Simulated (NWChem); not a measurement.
System: CrHSO$_{2}$Cl; SMILES [O]=[Cr]([OH])(=[S])[Cl]

Here is an NWChem input.

```
start job
memory heap 200 mb stack 900 mb global 1100 mb
geometry units angstroms noautosym nocenter noautoz
  Cr    -0.256018     0.138530    -0.014945
  O     -1.062373     0.211183     1.313208
  S      1.158941     1.559626    -0.031449
  Cl     0.675974    -1.785516    -0.133794
  O     -1.311413     0.386866    -1.376242
  H     -2.245738     0.148042    -1.192999
end
basis spherical
  Cr library 6-31g*
  O library 6-31g*
  S library 6-31g*
  Cl library 6-31g*
  H library 6-31g*
end
dft
  xc pbe0
  iterations 150
end
property
  efieldgrad
end
task dft property
```

Parts of the log:

```
             Northwest Computational Chemistry Package (NWChem) 7.3.0
             --------------------------------------------------------

                             Geometry "geometry" -> ""
                             -------------------------

 Output coordinates in angstroms (scale by  1.889725989 to convert to a.u.)

  No.       Tag          Charge          X              Y              Z
 ---- ---------------- ---------- -------------- -------------- --------------
    1 Cr                  24.0000    -0.25601800     0.13853000    -0.01494500
    2 O                    8.0000    -1.06237300     0.21118300     1.31320800
    3 S                   16.0000     1.15894100     1.55962600    -0.03144900
    4 Cl                  17.0000     0.67597400    -1.78551600    -0.13379400
    5 O                    8.0000    -1.31141300     0.38686600    -1.37624200
    6 H                    1.0000    -2.24573800     0.14804200    -1.19299900

 Effective nuclear repulsion energy (a.u.)     488.6726290919

                              NWChem Property Module
                              ----------------------

  itol2e modified to match energy
  convergence criterion.

                                 NWChem DFT Module
                                 -----------------

 Summary of "ao basis" -> "ao basis" (spherical)
 ------------------------------------------------------------------------------
       Tag                 Description            Shells   Functions and Types
 ---------------- ------------------------------  ------  ---------------------
 Cr                          6-31g*                 12       34   5s4p2d1f
 O                           6-31g*                  6       14   3s2p1d
 S                           6-31g*                  8       18   4s3p1d
 Cl                          6-31g*                  8       18   4s3p1d
 H                           6-31g*                  2        2   2s

  itol2e modified to match energy
  convergence criterion.

            General Information
            -------------------
          SCF calculation type: DFT
          Wavefunction type:  closed shell.
          No. of atoms     :     6
          No. of electrons :    74
           Alpha electrons :    37
            Beta electrons :    37
          Charge           :     0
          Spin multiplicity:     1
          Use of symmetry is: off; symmetry adaption is: off
          Maximum number of iterations: 150
          AO basis - number of functions:   100
                     number of shells:    42
          Convergence on energy requested:  1.00D-07
          Convergence on density requested:  1.00D-05
          Convergence on gradient requested:  5.00D-04

              XC Information
              --------------
                         PBE0 Method XC Functional
                     Hartree-Fock (Exact) Exchange  0.250
          PerdewBurkeErnzerhof Exchange Functional  0.750
            Perdew 1991 LDA Correlation Functional  1.000 local
           PerdewBurkeErnz. Correlation Functional  1.000 non-local

             Grid Information
             ----------------
          Grid used for XC integration:  fine
          Radial quadrature: Mura-Knowles
          Angular quadrature: Lebedev.
          Tag              B.-S. Rad. Rad. Pts. Rad. Cut. Ang. Pts.
          ---              ---------- --------- --------- ---------
          Cr                  1.40      140           9.0       974
          O                   0.60       70           9.0       590
          S                   1.00      123          10.0       770
          Cl                  1.00      123          10.0       770
          H                   0.35       60          11.0       590
          Grid pruning is: on
          Number of quadrature shells:   586
          Spatial weights used:  Erf1

      Superposition of Atomic Density Guess
      -------------------------------------

 Sum of atomic energies:       -2049.98525894

      Non-variational initial energy
      ------------------------------

[...]

          -----------------------
          Electric field gradient
          -----------------------

 1 a.u. = 0.324123 10**(16) esu/cm**3  ( or statvolts/cm**2 ) = 0.97174 10**(22) v/m**2

 ------------------------------------------------------------
   Atom      X         Y         Z
 ------------------------------------------------------------
    1 Cr  -0.48380   0.26178  -0.02824
 ------------------------------------------------------------

 Electric field gradient in molecular frame (a.u.)
         XX             YY             ZZ             XY             XZ             YZ
 ------------------------------------------------------------------------------------------
        0.373674      -0.219721      -0.153953       0.254817      -0.148564      -0.091278

 Principal components (a.u.) and orientation
 of principal axis w.r.t. absolute frame                      Asymmetry parameter eta
 --------------------------------------------------------------------------------------
        0.512086      -0.322878      -0.189208                       0.261030

        0.904524      -0.285448       0.316789
        0.346039       0.925473      -0.154130
       -0.249184       0.249036       0.935889

 ------------------------------------------------------------
   Atom      X         Y         Z
 ------------------------------------------------------------
    2 O   -2.00759   0.39908   2.48160
 ------------------------------------------------------------

 Electric field gradient in molecular frame (a.u.)
         XX             YY             ZZ             XY             XZ             YZ
 ------------------------------------------------------------------------------------------
       -0.147780       0.018006       0.129774       0.203721       0.055216       0.298315

 Principal components (a.u.) and orientation
 of principal axis w.r.t. absolute frame                      Asymmetry parameter eta
 --------------------------------------------------------------------------------------
        0.430940      -0.332786      -0.098154                       0.544466

        0.295858       0.639445      -0.709633
        0.650984      -0.678636      -0.340108
        0.699062       0.361336       0.617048

 ------------------------------------------------------------
   Atom      X         Y         Z
 ------------------------------------------------------------
    3 S    2.19008   2.94727  -0.05943
 ------------------------------------------------------------

 Electric field gradient in molecular frame (a.u.)
         XX             YY             ZZ             XY             XZ             YZ
 ------------------------------------------------------------------------------------------
       -0.635124      -0.281331       0.916455       0.321139      -0.092941       0.734318

 Principal components (a.u.) and orientation
 of principal axis w.r.t. absolute frame                      Asymmetry parameter eta
 --------------------------------------------------------------------------------------
        1.266705      -0.963195      -0.303510                       0.520788

        0.029152       0.710428       0.703166
        0.433329      -0.642907       0.631582
        0.900764       0.286290      -0.326591

 ------------------------------------------------------------
   Atom      X         Y         Z
 ------------------------------------------------------------
    4 Cl   1.27741  -3.37414  -0.25283
 ------------------------------------------------------------

 Electric field gradient in molecular frame (a.u.)
         XX             YY             ZZ             XY             XZ             YZ
 ------------------------------------------------------------------------------------------
        0.497096      -1.258359       0.761263       0.858837      -0.125179      -0.354679

 Principal components (a.u.) and orientation
 of principal axis w.r.t. absolute frame                      Asymmetry parameter eta
 --------------------------------------------------------------------------------------
       -1.641878       1.070524       0.571354                       0.304024

       -0.364104       0.662599       0.654515
        0.923930       0.345551       0.164160
        0.117396      -0.664497       0.738012

 ------------------------------------------------------------
   Atom      X         Y         Z
 ------------------------------------------------------------
    5 O   -2.47821   0.73107  -2.60072
 ------------------------------------------------------------

 Electric field gradient in molecular frame (a.u.)
         XX             YY             ZZ             XY             XZ             YZ
 ------------------------------------------------------------------------------------------
       -0.897654       0.590899       0.306755      -0.337341      -0.124250      -0.063288

 Principal components (a.u.) and orientation
 of principal axis w.r.t. absolute frame                      Asymmetry parameter eta
 --------------------------------------------------------------------------------------
       -0.984617       0.667411       0.317207                       0.355675

        0.971683      -0.201922      -0.122720
        0.212225       0.974141       0.077530
        0.103892      -0.101379       0.989408

 ------------------------------------------------------------
   Atom      X         Y         Z
 ------------------------------------------------------------
    6 H   -4.24383   0.27976  -2.25444
 ------------------------------------------------------------

 Electric field gradient in molecular frame (a.u.)
         XX             YY             ZZ             XY             XZ             YZ
 ------------------------------------------------------------------------------------------
       -0.355708       0.178091       0.177617      -0.143813       0.107298       0.031039

[...]
```

Level: PBE0/6-31G* (spherical d). Structure relaxed at the PBE-D3(BJ)/def2-SVP level. NWChem prints the field gradient with the sign opposite to the second derivative of the potential.
